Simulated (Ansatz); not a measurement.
Cartesian coordinates in Å:
```
C -0.913 1.063 1.233
O -0.920 -0.155 0.530
Ga 0.357 -0.634 -0.604
O 0.201 -2.213 -1.399
S 2.068 0.657 -1.030
H -0.788 0.878 2.305
H -0.115 1.746 0.915
H -1.869 1.576 1.084
H -0.593 -2.684 -1.133
H 2.573 -0.235 -1.901
```

The species carries charge 0 and has multiplicity 1.

Q: List the r2SCAN/def2-TZVPP orbital energies in eV (Ansatz). (Best estimate.)

A: Computed: Occupied: -10122.61, -2409.41, -1244.73, -1101.18, -1101.07, -1101.05, -515.72, -515.70, -274.27, -213.84, -157.90, -157.83, -157.72, -148.50, -101.44, -101.20, -101.15, -26.26, -25.87, -21.17, -20.95, -20.91, -20.88, -20.74, -18.77, -17.27, -12.78, -12.06, -11.21, -11.09, -10.53, -9.07, -8.37, -8.05, -7.25, -7.02, -6.71. Lowest empty: -1.36, -0.57, -0.16, 1.18, 1.72, 2.19, 3.22, 3.51.
